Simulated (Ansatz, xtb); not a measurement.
## C3H8BrClSi: which of two isomers lies lower

We compare X, `ClCCC[SiH2]Br`, a singlet, with Y, `CCC[Si@H](Cl)Br`, a singlet. Both are isolated molecules in the gas phase, relaxed with r2SCAN-D4/def2-SVP, each in the lowest conformer that the search found.

Quicker runs give these differences E(Y) − E(X): GFN2-xTB −111.6 kJ/mol; HF/STO-3G −160.2 kJ/mol (at GFN2-xTB geometries); r2SCAN-D4/def2-SVP//GFN2-xTB −154.5 kJ/mol.

Q: Estimate E(Y) − E(X) at the level CCSD(T)/def2-SVP + ΔMP2/def2-TZVPP.

A: Calculated at CCSD(T)/def2-SVP + ΔMP2/def2-TZVPP: E(Y) − E(X) = −156.2 kJ/mol, so structure Y lies lower.

The same difference at several levels:

```tsv
level	geometry	E(Y) − E(X) (kJ/mol)	departure from the last row (kJ/mol)	job, with rough time for the two
GFN2-xTB	GFN2-xTB	−111.6	+44.6	optimisation, 0.28 s
HF/STO-3G	GFN2-xTB	−160.2	−4.0	single point, 0.52 s
r2SCAN-D4/def2-SVP//GFN2-xTB	GFN2-xTB	−154.5	+1.7	single point, 5.5 s
r2SCAN-D4/def2-SVP	r2SCAN-D4/def2-SVP	−156.3	−0.1	optimisation, 56 s
HF/def2-SVP	r2SCAN-D4/def2-SVP	−163.4	−7.2	part of the CCSD(T) run
MP2/def2-SVP	r2SCAN-D4/def2-SVP	−158.5	−2.3	part of the CCSD(T) run
CCSD(T)/def2-SVP	r2SCAN-D4/def2-SVP	−152.6	+3.6	single point
CCSD(T)/def2-SVP + ΔMP2/def2-TZVPP	r2SCAN-D4/def2-SVP	−156.2		single point, 1.7 min
```

As drawn, Y has 1 Cl–Si, 1 C–H in place of 1 C–Cl, 1 Si–H.

None of the levels shown reverses the order. The largest departure from CCSD(T)/def2-SVP + ΔMP2/def2-TZVPP is that of GFN2-xTB, 44.6 kJ/mol. The last row adds to CCSD(T) the change of the MP2 difference between the two basis sets, here −3.6 kJ/mol.

With thermal terms from frequencies at re-optimised GFN2-xTB minima (ideal gas, soft modes damped towards free rotors, one conformer each, 298.15 K, 1 atm): on the last row, ΔE + ΔZPE = −149.1, ΔH = −147.6, ΔG = −151.7 kJ/mol.

The correlated steps freeze 22 core orbitals; the filled d shell of Br is correlated, in a basis made for valence electrons. Mirror images aren't counted in ΔG. Codes used: Ansatz 0.2.0, xtb 6.7.1; the last row on 4 threads of Arm Neoverse V1 on a shared host.
